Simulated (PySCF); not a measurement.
## Magnetic susceptibility: SMILES CC(=O)CC(Cl)Cl, C$_{4}$H$_{6}$Cl$_{2}$O

Molfile (atoms numbered from 1):
```
C4H6Cl2O
     RDKit          3D

 13 12  0  0  0  0  0  0  0  0999 V2000
   -1.7437    0.2782    0.0917 C   0  0  0  0  0  0  0  0  0  0  0  0
   -0.7972   -0.0101   -1.0357 C   0  0  0  0  0  0  0  0  0  0  0  0
   -1.1170   -0.5338   -2.0667 O   0  0  0  0  0  0  0  0  0  0  0  0
    0.6427    0.4679   -0.7910 C   0  0  0  0  0  0  0  0  0  0  0  0
    1.5224   -0.6575   -0.2459 C   0  0  0  0  0  0  0  0  0  0  0  0
    0.5499   -2.0456    0.3325 Cl  0  0  0  0  0  0  0  0  0  0  0  0
    2.5189   -0.0861    1.1158 Cl  0  0  0  0  0  0  0  0  0  0  0  0
   -1.9469    1.3486    0.1049 H   0  0  0  0  0  0  0  0  0  0  0  0
   -1.3017    0.0053    1.0461 H   0  0  0  0  0  0  0  0  0  0  0  0
   -2.6781   -0.2564   -0.0559 H   0  0  0  0  0  0  0  0  0  0  0  0
    0.6263    1.2968   -0.0837 H   0  0  0  0  0  0  0  0  0  0  0  0
    1.0605    0.8120   -1.7382 H   0  0  0  0  0  0  0  0  0  0  0  0
    2.2011   -1.0601   -0.9984 H   0  0  0  0  0  0  0  0  0  0  0  0
  1  2  1  0
  2  3  2  0
  2  4  1  0
  4  5  1  0
  5  6  1  0
  5  7  1  0
  1  8  1  0
  1  9  1  0
  1 10  1  0
  4 11  1  0
  4 12  1  0
  5 13  1  0
M  END
```

Level of theory: GIAO BHandHLYP/pcSseg-1 magnetisability, rotational g tensor and spin-rotation constants, non-relativistic, gas phase in PySCF 2.14.0. Geometry: GFN2-xTB, dihedral held. The dihedral C2–C4–C5–Cl7 is held at 225°.

(1) What are the magnetisability and the molar susceptibility?

(2) Split it along the inertial axes a, b, c into diamagnetic and paramagnetic parts about the centre of mass, with the quadrupole moment.

(3) And the rotational g tensor?

## Answers

(1) Isotropic -1259 × 10⁻³⁰ J/T², or -75.8 × 10⁻⁶ cm³/mol; principal values -1370, -1269, -1139 × 10⁻³⁰ J/T², anisotropy 200 × 10⁻³⁰ J/T² (root of half the summed squared differences of the principal values). The susceptibility is in cgs units.

(2) 
| axis | χ (10⁻⁶ cm³/mol) | diamagnetic (10⁻⁶ cm³/mol) | paramagnetic (10⁻⁶ cm³/mol) | summed x² of all electrons (Å²) | quadrupole Θ (D Å) |
| --- | --- | --- | --- | --- | --- |
| a | -76.4 | -521.4 | 445.0 | 208.8 | -10.16 |
| b | -81.0 | -1090.2 | 1009.2 | 74.7 | +4.41 |
| c | -70.1 | -1203.0 | 1132.9 | 48.1 | +5.75 |

Anisotropies 2χaa − χbb − χcc = -1.6 and 2χbb − χaa − χcc = -15.5 × 10⁻⁶ cm³/mol. Θ is traceless in Buckingham's convention.

(3) 
| axis | rotational constant (GHz) | g | nuclear part | electronic part |
| --- | --- | --- | --- | --- |
| a | 2.8033 | -0.0261 | 0.5600 | -0.5861 |
| b | 1.1490 | -0.0128 | 0.5319 | -0.5447 |
| c | 1.0085 | -0.0168 | 0.5200 | -0.5367 |

Asymmetric top; isotopes 12C, 35Cl, 1H, 16O; no vibrational averaging.
